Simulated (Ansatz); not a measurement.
`Cl[BH][GeH3]`. Charge 0, multiplicity 1.

Z-matrix (Å, degrees):
```
Ge
B 1 2.066
H 1 1.537 2 112.6
H 1 1.539 2 109.7 3 120.9
H 1 1.539 2 109.9 3 -121.1
Cl 2 1.738 1 119.4 3 179.0
H 2 1.193 1 124.5 3 -1.1
```

(1) List the harmonic frequencies (cm⁻¹, unscaled) at PBE0-D4/def2-TZVP in Ansatz. (Best estimate.)

(2) Is this a minimum?

Results:

(1) Computed: 54i, 160, 389, 452, 589, 744, 803, 861, 881, 888, 1061, 2141, 2144, 2154, 2646.

(2) No: 1 imaginary mode, so it is a saddle point.
